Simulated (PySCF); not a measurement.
**How methods differ on the excitation energy of F⁺**

F⁺ [He] 2s2 2p4 (3P) → F⁺ [He] 2s1 2p4 3s1 (5P), as a difference of total energies. Computed with PySCF 2.14 in aug-cc-pCVTZ-DK with one added diffuse shell each of s, p, d, f type (8s7p5d3f, 75 functions), with scalar relativity by spin-free X2C-1e. Correlated levels: valence and next inner shell: nothing frozen. The calculations carry no spin-orbit coupling.

```csv
method,excitation energy (eV)
UHF,39.571
MP2 (valence and next inner shell),40.539
SCS-MP2 (valence and next inner shell),40.717
CCSD (valence and next inner shell),40.448
CCSD(T) (valence and next inner shell),40.218
```

Task: How much does correlation contribute at CCSD(T) (valence and next inner shell)?

Result: 40.218 − (39.571) = 0.647 eV, measured against UHF.

The upper state lies above the first ionisation limit, where it may autoionise and the basis confines it. A Rydberg-like electron needs more diffuse functions than a valence basis has.

The promoted electron is Rydberg-like, and one or two diffuse shells describe it only roughly, which tends to raise the upper state.

The coupled-cluster amplitudes are large for the upper state (T1 above 0.03 or a double amplitude above 0.15), so a single reference is strained.
